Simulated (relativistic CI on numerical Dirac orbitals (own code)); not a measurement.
# Hyperfine structure of Gd12+, mass number 157

Method of calculation: Dirac-Coulomb-Breit CI, KLI orbitals optimised for each configuration, model QED (radiative potential, 1s self-energy scaled to tabulated hydrogen-like ionisation energies), unscaled Slater integrals (own radial code, finite nucleus).

Configuration list (outside the closed core [Kr] 4d10): 4f4 5s2, 4f6, 4f5 5s, 4f2 5s2 5p2, 4f3 5s2 5p, 4f2 5s2 5d2, 4f2 5s2 5p 5d, 4f3 5s2 5d, 4f3 5s2 6s, 4f2 5s2 5d 6s, 4f2 5s2 6s2. Levels of other configurations are missing.

Nuclear spin I = 3/2, μ = -0.3398 μN, Q = 1.35 b (tables of Stone and Pyykkö). The electronic factors are computed for point nuclear moments, without core polarisation or the Bohr-Weisskopf and QED corrections.

| Level | E (cm⁻¹) | A (MHz) | B (MHz) |
| --- | --- | --- | --- |
| 4f4 5s2 5I_4 | 0.0 | -328.1 | -777 |
| 4f4 5s2 5I_5 | 2833.3 | -257.6 | -729 |
| 4f4 5s2 5I_6 | 5869.9 | -219.2 | -744 |
| 4f4 5s2 5I_7 | 9011.2 | -198.1 | -796 |
| 4f4 5s2 5I_8 | 12192.8 | -187.1 | -876 |
| 4f4 5s2 5F_1 | 23251.0 | -562.8 | 280 |
| 4f4 5s2 5F_2 | 24000.8 | -281.1 | 345 |
| 4f4 5s2 5F_3 | 25644.1 | -196.3 | 313 |

Levels with J = 0, under 50 % of one LS term, or S terms without an open s electron are left out. Small factors come from cancelling terms and can be off by tens of per cent or more.

At this charge energies of transitions that change n are usually good to better than 1 %, and those within a shell (Δn = 0) to a few per cent. Terms inside the open d or f shell come out 10 to 20 % too wide with unscaled integrals. Levels and lines within the n = 5 or 6 shells can be off by up to 10 % or somewhat more, and those that change n by about 2 %, since core polarisation is missing.

Q: Give the hyperfine levels of 4f4 5s2 5I_4 relative to its centre of gravity.

A: With K = F(F + 1) − I(I + 1) − J(J + 1), E = AK/2 + B[¾K(K + 1) − I(I + 1)J(J + 1)]/[2I(2I − 1)J(2J − 1)]: F = 5/2: 2079, F = 7/2: 1465, F = 9/2: 175.7, F = 11/2: -2163 MHz.

LS names give the leading component of a level, which can be under half, so a name can repeat, a term be missing and a line seem to break the LS rules.
